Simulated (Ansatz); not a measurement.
System: CH₆BNO₂ (charge 0, singlet). 
Geometry from a B3LYP-D3(BJ)/def2-TZVP (Ansatz, a quantum-chemistry and plane-wave program) optimisation:
SMILES: OB(O)NC
```xyz
11

C      1.8389     0.7209     0.1206
N      0.7835    -0.2076     0.4795
B     -0.5420    -0.2111    -0.0376
O     -1.4826    -1.1421     0.3431
O     -0.9883     0.7192    -0.9466
H      2.5563     0.8204     0.9364
H      2.3904     0.4209    -0.7780
H      1.4271     1.7180    -0.0527
H      1.0872    -0.9676     1.0641
H     -1.1868    -1.7562     1.0181
H     -0.3154     1.3310    -1.2519
```
Charge 0, spin multiplicity 1.

Wanted: atomisation energy (electronic, to ground-state atoms), in kcal/mol. Cores are frozen in the correlated levels unless marked. UHF or UKS for open shells. Spin-orbit coupling is left out. Non-relativistic unless marked X2C. The coupled-cluster limit lacks core correlation, which all-electron functionals hold. CBS marks a two-point X^-3 extrapolation of the correlation energy; Hartree-Fock from the larger set. [CCSD(T)-MP2]/basis is that difference in the basis named.

```json
[
 {"level": "HF/STO-3G", "program": "Ansatz", "atomisation energy (kcal/mol)": "847.7", "minus last row": "-224.6"},
 {"level": "RI-MP2/aug-cc-pVTZ", "program": "Ansatz", "atomisation energy (kcal/mol)": "1073.0", "minus last row": "0.7"},
 {"level": "CCSD(T)/aug-cc-pVDZ", "program": "Ansatz", "atomisation energy (kcal/mol)": "996.8", "minus last row": "-75.5"},
 {"level": "CCSD(T)/cc-pwCVTZ", "program": "Ansatz", "atomisation energy (kcal/mol)": "1044.4", "minus last row": "-27.9"},
 {"level": "X2C-CCSD(T)/cc-pVTZ-DK", "program": "Ansatz", "atomisation energy (kcal/mol)": "1042.0", "minus last row": "-30.3"},
 {"level": "RI-MP2/CBS(cc-pVTZ,cc-pVQZ)+[CCSD(T)-MP2]/cc-pVQZ", "program": "Ansatz", "atomisation energy (kcal/mol)": "1072.4", "minus last row": "0.1"},
 {"level": "CCSD(T)/CBS(aug-cc-pVTZ,aug-cc-pVQZ)", "program": "Ansatz", "atomisation energy (kcal/mol)": "1072.3", "minus last row": "0.0"}
]
```
